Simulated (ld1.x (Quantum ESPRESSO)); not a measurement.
# Ranking ultrasoft potentials for zinc

All share these settings but for the change named:

- Element: Zn (Z = 30)
- Generator: ld1.x (Quantum ESPRESSO) 7.5
- Type: ultrasoft
- Functional: LDA (PZ)
- Relativity: scalar-relativistic
- Frozen core: [Ne] 3s2
- Valence charge: 18
- Reference configuration: 3p6 3d10 4s2 4p0
- Partial waves: 4s (bound): rcut 1.50, rcutus 1.75 bohr; 4s channel at 3.95 Ry: rcut 1.50, rcutus 1.75 bohr; 3p (bound): rcut 1.00, rcutus 1.10 bohr; 4p (bound, empty): rcut 1.00, rcutus 1.10 bohr; 3d (bound): rcut 1.00, rcutus 1.05 bohr; 3d channel at 0.25 Ry: rcut 1.00, rcutus 1.05 bohr
- Local potential: all-electron potential smoothed inside 1.65 bohr (lloc = -1)
- Core correction: Bessel-smoothed model core inside 0.50 bohr
- Augmentation charge: PSQ, inside the norm-conserving radii

Test errors are all-electron minus pseudo excitation energies from the reference, over 3p6 3d10 4s1 4p0; 3p6 3d10 4s0 4p0; 3p6 3d9 4s0 4p0; 3p6 3d9 4s2 4p1; 3p6 3d10 4s0 4p2; 3p5 3d10 4s2 4p0; 3p6 3d10 4s1.5 4p0. None of these files shows a bound ghost.

The base gives 50.7 meV.

Of 6 variants that were run, those that failed, showed a ghost or another fault, or gave nearly equal values are left out.

A variant can come out equal or close to the base, since the largest error may sit in a test that the change hardly touches while other tests move.

Problem. Rank these variants by their largest absolute test error, smallest first.
A. waves 3d (bound): rcut 1.00, rcutus 1.54 bohr; 3d channel at 0.25 Ry: rcut 1.00, rcutus 1.54 bohr
B. local potential all-electron potential smoothed inside 1.72 bohr (lloc = -1)
C. wave 4s channel at 3.95 Ry: rcut 1.50, rcutus 1.75 bohr becomes 4s channel at -0.3 Ry: rcut 1.50, rcutus 1.75 bohr

Solution. A (36.5 meV), B (52.0 meV), C (80.1 meV).
